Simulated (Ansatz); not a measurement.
```xyz
2

B     0.0000    0.0000   -0.6021
N     0.0000    0.0000    0.6021
```

Basis set: 6-31G (spherical functions). Left uncorrelated: 2 orbitals. Charge 0, multiplicity 1.

Computed with Ansatz (development build ahead of 0.2.0); the reference of a correlated method needn't be the lowest determinant of its kind. Restricted open shells among the atoms or ions are ROHF, correlated in semicanonical orbitals with singles.

Problem. Give the atomization energy at this shape (free ground-state atoms in the same class of orbitals less the molecule, no zero-point energy) of singlet BN by RHF-CCSD(T), UHF-BCCD(T), UHF-CCSD(T).

Solution.

```csv
method,atomization energy
RHF-CCSD(T),3.38 eV
UHF-BCCD(T),2.97 eV
UHF-CCSD(T),2.86 eV
```

Caution: the program doubts this total; the shape is not the minimum. Caution for RHF-CCSD(T): an unrestricted determinant lies well below; other determinants can give a lower correlated total. Caution for UHF-BCCD(T), UHF-CCSD(T): the unrestricted determinant is spin contaminated. Caution for UHF-CCSD(T): another reference gives a lower total.

This basis has no polarisation functions and is too small for such energies, which can lie far from measured ones in either direction.
